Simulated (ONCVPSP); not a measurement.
**nickel (Ni): one change to an ONCV potential, before and after**

Ni, optimised norm-conserving Vanderbilt (ONCV), made with ONCVPSP 4.0.1 (PBE, scalar-relativistic). Core [Ne] 3s2, reference 3p6 3d8 4s1.5 (charge +0.5). Waves: 4s: rc 1.80 bohr, ncon 5, nbas 9, qcut 4.3 1/bohr, 2 projectors, debl 3.3 Ha; 3p: rc 0.95 bohr, ncon 4, nbas 8, qcut 16.1 1/bohr, 2 projectors, debl 2.5 Ha; 3d: rc 0.75 bohr, ncon 4, nbas 8, qcut 14.2 1/bohr, 3 projectors, debl 0.5 Ha. Local part: polynomial inside 0.55 bohr (lpopt 1, dvloc0 2 Ha). Core correction: none.

In the p channel the program set the typed energies aside and used -2.784, 0.250 Ha.

Change: d: qcut 19.

Cutoffs: the cutoffs (Ha) at which the residual kinetic energy of the hardest occupied pseudo-wave falls to 1 and 0.1 mHa per electron; they do not see the model core or the augmentation charge, which bear on the density cutoff. Errors are all-electron minus pseudo energies relative to the spin-unpolarised reference configuration.

Task: Predict the effect on cutoff, ghosts and configuration errors.

Result: The potential gets softer (264 Ha and 422 Ha → 145 Ha and 164 Ha); the bound ghosts move from d, s to s; the lowest positive-energy flag moves from none to d at 19.8 eV; the errors of the 4 common tests hardly move.

```csv
quantity,base,changed
"cutoff, loose",264 Ha,145 Ha
"cutoff, tight",422 Ha,164 Ha
loose cutoff by channel,"s 6.0 Ha, p 64 Ha, d 264 Ha","s 6.0 Ha, p 64 Ha, d 145 Ha"
bound ghosts,"s, d",s
GHOST(+) flags under 300 eV,none,d at 19.8 eV
"error for 3p6 3d8 4s2, meV [ΔE -3.72 eV]",-0.6,-0.6
"error for 3p6 3d8 4s1, meV [ΔE 5.61 eV]",-2.2,-2.2
"error for 3p6 3d8 4s0, meV [ΔE 22.96 eV]",-21,-21
"error for 3p6 3d8 4s0 4p2, meV [ΔE 5.79 eV]",-15,-15
s: phases at 1.82 bohr within 0.05 rad from the reference energy up to (Ha; the scan ends near 5),to the end of the scan,to the end of the scan
p: phases at 0.97 bohr within 0.05 rad from the reference energy up to (Ha; the scan ends near 5),to the end of the scan,to the end of the scan
d: phases at 0.76 bohr within 0.05 rad from the reference energy up to (Ha; the scan ends near 5),to the end of the scan,to the end of the scan
```

 A true bound ghost makes a file unfit for plane-wave use even where its test errors are small: the radial tests pick states by their node count and pass the ghost by.
